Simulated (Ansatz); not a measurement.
Cu₃O₄⁻, relaxed as a singlet with RKS B3LYP-D4/def2-SVPD in Ansatz, starting from the GFN1-xTB geometry. Force threshold 0.02 eV/Å.

The structure holds 1 bond(s) between oxygen atoms. The restricted singlet is unstable towards broken spin symmetry at other levels; at B3LYP-D4/def2-SVPD this wasn't settled. The relaxation made no stability test and no search for a lower SCF solution. No other spin state of charge -1 was run. Another isomer (singlet) lies 0.94 eV lower at PBE-D4/def2-TZVPD; other spin states weren't run for this one.

Start:

```xyz
7

Cu    0.4286   -0.5993   -0.4338
Cu   -1.3528   -0.0504    0.9285
Cu   -0.0907    1.8375    0.5082
O    -1.6562    1.6084    1.4992
O     1.8222    0.0861   -1.2791
O    -0.8370   -1.5993    0.2373
O     1.6859   -1.2831   -1.4602
```

(1) Estimate the energy that the relaxation releases and the steps that it takes.

(2) Does the start keep its bonding?

(3) Predict the relaxed structure.

## Answers

(1) 22.0 kcal/mol, in 13 steps; 55 s on 4 threads of Intel Xeon 6975P-C on a shared host. No frequencies were taken in this run, so the end may be a saddle point.

(2) Bonds formed: Cu3–O5 (atoms count from 1).

(3) 
```xyz
7

Cu    0.3925   -1.0276   -0.1298
Cu   -1.4766   -0.1422    0.9776
Cu    0.3285    1.4919    0.0871
O    -1.2481    1.6547    0.9587
O     1.7186    0.3186   -0.5743
O    -1.0975   -1.8735    0.4123
O     1.3826   -0.4219   -1.7316
```
Bond lengths (bridged metal pairs left out): 7 × Cu–O 1.80 to 1.98 Å; 1 × O–O 1.41 Å.
